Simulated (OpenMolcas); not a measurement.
**Eu3+ in a point-charge field**

Eu3+ among 3 point charges of -1 e arranged as a planar triangle (D3h), 2.42 Å from the ion.

```yaml
Program: OpenMolcas 26.06
Method: CASSCF
Basis: ANO-RCC-VTZP [8s7p5d3f2g1h]
Scalar_Hamiltonian: DKH2, point nucleus
Active_space: 6 electrons in 7 orbitals (4f)
State_averaging: 2S+1 = 7 even, 7 roots; 2S+1 = 5 even, 77 roots kept (CI in the orbitals of an earlier block); 2S+1 = 3 even, 1 root kept (CI in the orbitals of an earlier block, 0 in the spin-orbit step)
Spin-orbit_coupling: state interaction with AMFI integrals over the reference wave functions
```

The lowest spin-free states (labels of D3, the rotations of D3h), above the lowest:

| State | Degeneracy | E (cm-1) | Free-ion L (%) |
| --- | --- | --- | --- |
| 7A1 | 1 | 0.0 | F (100) |
| 7A2 | 1 | 32.5 | F (100) |
| 7E | 2 | 772.8 | F (100) |
| 7E | 2 | 1122 | F (100) |
| 7A2 | 1 | 1242 | F (100) |
| 5E | 2 | 24806 | D (100) |
| 5E | 2 | 24999 | D (100) |
| 5A1 | 1 | 25086 | D (100) |
| 5E | 2 | 28372 | L (100) |
| 5E | 2 | 28375 | L (100) |
| 5A1 | 1 | 28382 | L (100) |
| 5A1 | 1 | 28389 | L (100) |
| 5A2 | 1 | 28390 | L (100) |
| 5A2 | 1 | 28395 | L (100) |
| 5E | 2 | 28403 | L (100) |
| 5E | 2 | 28412 | L (100) |
| 5A1 | 1 | 28417 | L (100) |
| 5E | 2 | 28448 | L (100) |
| 5E | 2 | 28571 | L (100) |
| 5E | 2 | 29362 | G (100) |

The lowest levels with spin-orbit coupling:

```tsv
E (cm-1)	Degeneracy	Label	2S+1	J	|mJ| (%)	g
0.0	1	A1	7	0.72	0 (100)	
89.1	1	A2	7	1.14	0 (100)	
592.5	2	E	7	1.48	1 (100)	0.00 0.00 0.18
1202	1	A1	7	1.80	0 (100)	
1207	2	E	7	1.85	1 (100)	0.00 0.00 5.03
1271	2	E	7	2.31	2 (100)	0.00 0.00 3.79
2060	1	A2	7	3.22	3 (100)	
2076	1	A1	7	3.21	3 (100)	
2106	1	A2	7	2.96	0 (100)	
2123	2	E	7	2.95	1 (100)	0.00 0.00 3.29
2165	2	E	7	2.91	2 (100)	0.00 0.00 6.72
2943	2	E	7	4.15	4 (100)	0.00 0.00 10.94
3161	1	A2	7	3.94	3 (100)	
3172	1	A1	7	3.95	3 (100)	
3229	2	E	7	3.95	2 (100)	0.00 0.00 6.53
3262	2	E	7	3.97	1 (100)	0.00 0.00 3.34
3273	1	A1	7	3.97	0 (100)	
3866	2	E	7	5.08	5 (100)	0.00 0.00 14.45
4212	2	E	7	4.94	4 (100)	0.00 0.00 12.36
4390	1	A2	7	4.94	3 (100)
```

Powder χT (cm3 K/mol): 0.0314 at 2 K, 0.157 at 10 K, 0.691 at 50 K, 1 at 100 K, 1.31 at 200 K, 1.51 at 300 K. The effective moment at 300 K is 2.828 √(χT) = 3.47 μB.

Hund's rules give f6 a J = 0 ground level with no moment of its own; the computed χT of 1.510 cm3 K/mol at 300 K comes from higher levels.

High states are left out of the spin-orbit mixing, which shifts the levels that they would mix with. This is an electrostatic model: the charges have no orbitals. The first state left out of the spin-orbit step lies near 45000 cm-1 above the lowest spin-free state of the reference (among the parities and spins computed), and the lists stop at four fifths of that energy or lower. No measured value stands beside these numbers.

The RASSCF and RASSI steps took 60 s on 1 thread of AMD EPYC 9R45 96-Core Processor (Zen 5) (shared host); the integral step is not counted.

With an even number of electrons the g values are those of a degenerate or nearly degenerate non-Kramers pair.
